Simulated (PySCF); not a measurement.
A geometry optimisation on `O=S1(C=CC=C1C#C)=O`.

Computed with PBE/def2-SV(P) geometry optimisation, gas phase (PySCF 2.14.0). Start geometry: GFN2-xTB. The input is one job of a driver script: a line of settings, then coordinates in Å.

Input:
```
{"job": {"xc": "PBE", "basis": "def2-SV(P)", "grid": 1, "kind": "geom"}, "charge": 0, "multiplicity": 1}
C      2.814083     0.294028    -1.445364
C      1.764371     0.319795    -0.855014
C      0.545186     0.266601    -0.201544
C     -0.128644     1.178440     0.507754
C     -1.404147     0.736809     1.046798
C     -1.751776    -0.515036     0.775731
S     -0.450690    -1.265507    -0.221804
O      0.209806    -2.315627     0.499014
O     -0.923805    -1.551585    -1.545840
H      3.732238     0.295482    -1.953068
H      0.221181     2.182683     0.687723
H     -1.999233     1.425186     1.627237
H     -2.632957    -1.050785     1.060647
```

Output:
```
step   0  E = -778.46229606  max force = 0.052229
step   1  E = -778.47272905  max force = 0.005489
step   2  E = -778.47281824  max force = 0.003833
step   3  E = -778.47281808  max force = 0.002303
step   4  E = -778.47284275  max force = 0.000643
step   5  E = -778.47284967  max force = 0.000344
optimisation converged
```

Energies in Eh; «max force» is the largest Cartesian gradient component in Eh/bohr.

Q: Give the first gradient maximum in eV/Å.

A: With 1 Eh/bohr = 51.422 eV/Å, 2.686 eV/Å.

In short: final energy -778.47285 Eh after 5 steps; dipole 3.94 D.

The run took 1.7 min on an Arm Neoverse N1 with one thread, no GPU, on a shared host, and the process peaked at 0.56 GiB of memory.
Labels such as C1 count atoms from 1, the log's own numbers from 0.
